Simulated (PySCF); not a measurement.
Species: C6H6FO3P.
SMILES with atom numbers: `[O:1]=[P:2]([OH:3])([OH:4])[c:5]1[cH:6][cH:7][cH:8][cH:9][c:10]1[F:11]`

Structure used (GFN2-xTB), in Å, numbered top down from 1:
```xyz
17
C6H6FO3P angstrom
O     -2.367    1.098   -1.530
P     -2.016    0.145   -0.485
O     -2.515   -1.339   -0.776
O     -2.692    0.431    0.948
C     -0.229   -0.007   -0.162
C      0.542   -1.052   -0.642
C      1.912   -1.052   -0.442
C      2.519   -0.003    0.230
C      1.765    1.057    0.707
C      0.401    1.035    0.493
F     -0.369    2.049    0.944
H     -2.551   -1.879    0.014
H     -2.780    1.375    1.079
H      0.060   -1.858   -1.176
H      2.509   -1.870   -0.815
H      3.588   -0.004    0.380
H      2.218    1.887    1.224
```

NICS = −σ at a ghost point: NICS(0) at the centroid of the ring atoms, NICS(1) 1 Å to either side along the normal of their mean plane, zz for the tensor component along that normal. Level: GIAO PBE0/pcSseg-1 (PySCF, non-relativistic, gas phase) on the GFN2-xTB geometry, one conformer.

Ring bond lengths (Å), with Mayer bond orders in brackets: C5–C6 1.385 (1.42), C6–C7 1.385 (1.45), C7–C8 1.386 (1.44), C8–C9 1.386 (1.41), C9–C10 1.381 (1.46), C10–C5 1.383 (1.34).

Q: Give the NICS values of each ring in ppm.

A: 
```csv
ring,type,NICS(0),"NICS(1), two faces","NICS(1)zz, two faces",rms pucker (Å),"centre to ring atoms, mean (Å)"
C5–C6–C7–C8–C9–C10,6-membered carbocycle; formal bonds all aromatic,-10.5,-11.6 / -11.6,-28.0 / -27.6,0.00,1.38
```

Q: What can be read from them?

A: 
- C5–C6–C7–C8–C9–C10: mean NICS(1)zz -27.8 ppm, shielded, aromatic by this magnetic criterion (flat ring, no four-coordinate atom).

Q: And the bond-length index? Use HOMA with the parameters of Krygowski (1993).

A: 
- C5–C6–C7–C8–C9–C10: HOMA 1.00 = 1 − EN − GEO, with mean bond length 1.384 Å, EN = α(Ropt − mean)² = 0.004 and GEO = α × variance = 0.001. The geometric and the magnetic index point the same way.

Q: What field does 9.4 T along the ring normal induce along that normal at the second NICS(1) probe listed for ring C5–C6–C7–C8–C9–C10, 1 Å off the ring?

A: NICSzz × B0 = -27.6 ppm × 9.4 T = -259 μT, against the applied field.

Q: What are the shieldings of the ring atoms and their hydrogens in the same run (means over atoms taken as equivalent)?

A: 
| atoms | environment | σ isotropic (ppm) |
| --- | --- | --- |
| C5 | substituted aromatic carbon | 58.2 |
| C6 | aromatic CH carbon | 51.3 |
| C7 | aromatic CH carbon | 57.6 |
| C8 | aromatic CH carbon | 47.8 |
| C9 | aromatic CH carbon | 65.7 |
| C10 | aromatic C–F carbon | 14.5 |
| H14 | aromatic hydrogen | 23.86 |
| H15 | aromatic hydrogen | 24.23 |
| H16 | aromatic hydrogen | 23.95 |
| H17 | aromatic hydrogen | 24.30 |

Time: 40 s; peak memory 1.1 GiB. Hardware: one thread, Arm Neoverse V2 (aarch64), shared host with 32 logical CPUs at a one-minute load of 15. This is the whole shielding run at PBE0/pcSseg-1, SCF included.
